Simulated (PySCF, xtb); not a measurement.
H4HfO3, SMILES [OH][HfH]([OH])[OH], multiplicity 1. Other conformers were not sampled.

Harmonic wavenumbers (cm⁻¹) from xtb with GFN2-xTB at its own minimum, in rising order: 92, 93, 117, 160, 228, 230, 369, 370, 413, 452, 452, 493, 494, 510, 1399, 3596, 3597, 3599.

What does B3LYP-D3(BJ)/def2-SVP (PySCF) give at its own minimum? (The exact figures need the calculation; the answer reports its results.)

141, 165, 165, 182, 292, 292, 357, 357, 390, 541, 541, 704, 704, 716, 1709, 3984, 3984, 3988. Paired by order, the mean absolute difference is 147 cm⁻¹ and the zero-point energies are 23.8 and 27.5 kcal/mol.
